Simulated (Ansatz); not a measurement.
## Relaxing a trial structure of H3InPSi

The starting geometry of this gas-phase doublet was optimised with GFN2-xTB.

```xyz
6

In    0.5711   -0.6625   -1.7417
P     0.2223   -0.8893    1.0555
Si    0.1300    1.2095    0.1457
H    -0.8802   -0.8901    1.8855
H     1.0681   -0.6923    2.1281
H    -0.1140    1.9763    1.4044
```

Q: Predict what becomes of its bonds when it is optimised with BLYP-D3(BJ)/def2-SVP.

A: A bond breaks, giving a structure given below by its coordinates. Contacts that open: In1–P2 (2.83 → 4.44 Å).

The energy falls by 0.44 eV over 39 steps:

| step | E − E(last) (eV) |
| --- | --- |
| 1 | 0.439 |
| 5 | 0.151 |
| 9 | 0.135 |
| 14 | 0.126 |
| 18 | 0.125 |
| 22 | 0.124 |
| 26 | 0.092 |
| 31 | 0.008 |
| 35 | 0.000 |
| 39 | 0.000 |

Final geometry (Å):

```xyz
6

In    1.1557    0.2511   -2.3155
P    -0.2838   -0.9556    1.7093
Si    0.3002    0.7585    0.2722
H    -0.2760   -0.1720    2.9201
H     1.0512   -1.4588    1.9099
H    -0.9500    1.6282    0.3817
```

The end wasn't checked by frequencies. Open shells are spin-unrestricted. Atoms past krypton carry core potentials, without spin–orbit terms. Run with Ansatz 0.2.0, 2.8 min on 1 thread of Arm Neoverse V1, on a shared host.
